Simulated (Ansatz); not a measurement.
The cluster Si2N4, relaxed as a singlet with RKS r2SCAN-D4/def2-SVP in Ansatz, starting from the GFN1-xTB geometry. Force threshold 0.02 eV/Å.

The structure comes from a short search, and lower isomers may exist.

Start:

```
atom   x (Å)   y (Å)   z (Å)
 Si1   1.159  -2.797  -0.057
 Si2   0.231   0.342  -0.609
  N3  -1.464   1.349   1.524
  N4   0.214   1.660  -1.459
  N5   0.674  -1.271  -0.268
  N6  -0.814   0.716   0.869
```

```csv
step,energy (eV),largest force component (eV/Å),SCF passes
1,-21697.6245,1.834,34
2,-21697.6790,0.925,36
3,-21697.7135,0.571,35
4,-21697.7478,0.358,41
5,-21697.7526,0.227,35
6,-21697.7713,0.235,35
7,-21697.8144,1.273,40
8,-21697.8558,0.400,34
9,-21697.9115,0.267,40
10,-21697.9395,0.086,40
11,-21697.9404,0.718,40
12,-21697.9443,0.077,33
13,-21697.9450,0.004,32
14 (rejected),-21697.9431,0.246,32
15,-21697.9451,0.119,33
16,-21697.9451,0.029,34
17,-21697.9452,0.002,33
```

Force components are those of the run's own axes.

End:

```
atom   x (Å)   y (Å)   z (Å)
 Si1   1.102  -2.812   0.049
 Si2   0.610   0.195  -1.137
  N3  -1.758   1.594   1.846
  N4   0.359   1.652  -1.693
  N5   0.876  -1.351  -0.549
  N6  -1.189   0.721   1.484
```

Bonds lost: Si2–N6 (atoms count from 1). The end holds 2 separate pieces.

The force fell under the threshold at step 13, but the optimiser went on. No frequencies were taken in this run, so the end may be a saddle point.

Run time 42 s (2 threads of Arm Neoverse V2 on a shared host).
